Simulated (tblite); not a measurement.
Species: C₅H₁₄P₂.
Atom-mapped SMILES: `[CH3:1][CH:2]([CH3:3])[PH:4][CH2:5][CH2:6][PH2:7]` (hydrogens: H8, H9, H10 on C1; H11 on C2; H12, H13, H14 on C3; H15 on P4; H16, H17 on C5; H18, H19 on C6; H20, H21 on P7)

A start from a force field or distance geometry was refined with tblite 0.8.0, GFN2-xTB geometry optimisation, gas phase. Values at the start:

```csv
coordinate,start
C1–C2,1.494 Å
C1–H8,1.113 Å
C2–P4,1.819 Å
C2–H11,1.133 Å
P4–C5,1.802 Å
P4–H15,1.395 Å
C5–C6,1.516 Å
C5–H16,1.121 Å
C6–P7,1.862 Å
C6–H18,1.122 Å
P7–H20,1.455 Å
P7–H21,1.454 Å
C1–C2–C3,115.4°
C1–C2–P4,110.4°
C2–P4–C5,118.5°
C3–C2–P4,107.5°
P4–C5–C6,107.8°
C5–C6–P7,111.8°
C1–C2–P4–C5,-113°
C2–P4–C5–C6,-160°
P4–C5–C6–P7,-60°
```

**Question.** How do these coordinates change at the GFN2-xTB level?

**Answer.** 
| coordinate | GFN2-xTB (Å or °) | change |
| --- | --- | --- |
| P7–H20 | 1.394 | -0.061 |
| C2–P4 | 1.880 | +0.061 |
| P4–C5 | 1.854 | +0.052 |
| P7–H21 | 1.404 | -0.050 |
| C2–H11 | 1.098 | -0.035 |
| C1–C2 | 1.527 | +0.033 |
| C6–H18 | 1.095 | -0.027 |
| C5–H16 | 1.096 | -0.025 |
| C1–H8 | 1.089 | -0.024 |
| C5–C6 | 1.525 | +0.009 |
| C6–P7 | 1.856 | -0.006 |
| P4–H15 | 1.400 | +0.005 |
| C2–P4–C5 | 101.2 | -17.3 |
| C3–C2–P4 | 113.8 | +6.3 |
| C5–C6–P7 | 107.1 | -4.7 |
| C1–C2–C3 | 110.7 | -4.7 |
| C1–C2–P4 | 107.4 | -3.0 |
| P4–C5–C6 | 106.3 | -1.5 |
| C1–C2–P4–C5 | -170 | -57 |
| P4–C5–C6–P7 | -26 | +34 |
| C2–P4–C5–C6 | -165 | -5 |

The energy falls by 75.9 kcal/mol over 160 L-BFGS steps, the largest force on an atom goes from 2.21 to 0.009 eV/Å, and the atoms move by 0.694 Å rms after alignment. Among the bonds, C2–P4 and P7–H20 change most and about equally (-0.061 to +0.061 Å). Bonds longer at the end by more than 0.005 Å: 6 of 20; shorter: 14. Among the dihedrals that turn most is H15–P4–C5–C6, from 12° to -67°. Rotational constants go from 3807, 726.1, 697.5 to 3713, 865.3, 753.8 MHz.

Its GFN2-xTB frequencies are all real (lowest 32 cm⁻¹). The numbers are those of one conformer. 3 starts were optimised and ended at 0.00, 3.53 and 4.64 kcal/mol (GFN2-xTB); the lowest of these is shown.

The numbers are calculated, not measured.
